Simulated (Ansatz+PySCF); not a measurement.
## singlet Mg4O4: levels of theory in one basis

```xyz
8

Mg   -0.9391   -0.9294   -0.9307
O    -1.0236   -1.0102    1.0204
O    -1.0273    1.0171   -1.0137
Mg   -0.9399    0.9408    0.9282
O     1.0147   -1.0268   -1.0234
Mg    0.9438   -0.9329    0.9308
Mg    0.9374    0.9382   -0.9468
O     1.0289    1.0181    1.0197
```

Basis set: def2-SVP (spherical functions). Correlated methods keep 8 orbitals frozen. Charge 0, multiplicity 1.

Computed with Ansatz (development build ahead of 0.2.0); each method stands on the lowest determinant of its kind that the runs found.

| method | E − E(RHF) (eV) | <S²> of the determinant |
| --- | --- | --- |
| RHF | 0.00 | 0.00 |

Q: What does RHF-MP2 give on the same scale?

A: -24.91 eV.

Q: Is a single determinant a sound starting point here?

A: By this sign, yes. Unrestricted orbitals gain 0.00 eV and <S²> is 0.00 against 0.00 for a pure state.
